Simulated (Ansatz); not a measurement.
ClH5SSi2 (`[SiH3]S[SiH2]Cl`). Total charge 0; spin multiplicity 1. The structure was optimised at the PBE0-D4/def2-TZVP level. It is one conformer, not always the lowest.

```xyz
9

Si    0.921   -0.643   -1.162
S    -1.110    0.033   -0.997
Si   -1.082    0.556    1.055
Cl    0.339    1.982    1.467
H     1.322   -1.320    0.097
H     0.947   -1.597   -2.296
H     1.836    0.490   -1.433
H    -0.758   -0.614    1.901
H    -2.415    1.114    1.369
```

(1) What is the dipole moment at PBE/def2-TZVPP? (Best estimate.)

(2) And with r2SCAN, B3LYP, ωB97M-V? (Estimate.)

(3) Give the Mulliken charges with PBE, B3LYP, r2SCAN in def2-TZVPP. (An estimate is asked.)

Results:

(1) Computed: 0.88 D, with components (0.11, -0.87, 0.01) D in this frame, pointing from negative to positive charge.

(2) Ansatz gave: r2SCAN 0.92 D, B3LYP 0.94 D, ωB97M-V 0.93 D.

(3) Ansatz gave: 
| atom | PBE | B3LYP | r2SCAN |
| --- | --- | --- | --- |
| Si1 | 0.25 | 0.31 | 0.34 |
| S2 | -0.25 | -0.30 | -0.32 |
| Si3 | 0.38 | 0.45 | 0.49 |
| Cl4 | -0.21 | -0.24 | -0.24 |
| H5 | -0.03 | -0.04 | -0.05 |
| H6 | -0.04 | -0.05 | -0.06 |
| H7 | -0.03 | -0.04 | -0.05 |
| H8 | -0.04 | -0.05 | -0.06 |
| H9 | -0.04 | -0.05 | -0.06 |

B3LYP here is the variant with VWN-RPA as its local correlation; programs differ in this.
